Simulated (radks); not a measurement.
Results of a calculation; reference values are marked as such.
Task: The praseodymium ion Pr2+ is in [Xe] 4f3. Level of theory: scalar-relativistic Kohn-Sham, PBE, spin-polarised, spherical densities, finite nucleus; Fermi nuclear charge, rms radius of each element as measured or else 0.836 A^(1/3) + 0.57 fm (a radial shooting solver on a logarithmic mesh with Libxc functionals). Open shells are filled with parallel spins first. One electron is removed from 5p, 5s, 4f, 4d in turn, with full relaxation. Which removal costs least, and what does each cost?

Result: 4f 22.261 eV; 5p 38.996 eV; 5s 56.999 eV; 4d 130.86 eV. The 4f electron leaves first.
